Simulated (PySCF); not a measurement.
# A thermochemical cycle for InP

CCSD(T) in PySCF with def2-TZVPPD on every atom (core potentials on In), for the lowest determinant that a PBE0 search found; no spin–orbit coupling. InP, a triplet (π ↑↑), has De = 1.75 eV to neutral atoms, and InP⁺, a quartet (σ ↑, π ↑↑), has De = 0.28 eV to In⁺ + P.

At the same level the In atom ionises at 5.51 eV.

What is the adiabatic ionisation energy of the molecule, and does ionisation strengthen or weaken the bond?

IE = IE(In) + De(neutral) − De(ion) = 5.51 + 1.75 − 0.28 = 6.98 eV. De changes by -1.47 eV, so ionisation weakens the bond.

Correlated steps freeze 9 core orbitals. Weak bonds: InP⁺. Basis-set superposition, not corrected here, can be much of De in a small basis, most of all at correlated wavefunction levels. These are scalar-relativistic numbers at best; spin–orbit coupling would shift them, the dissociation energy most. For an ion De counts to the pair picked by the measured ionisation energies or electron affinities, which need not be the lowest pair at this level. States were picked by a PBE0 search and need not be the measured ground states.
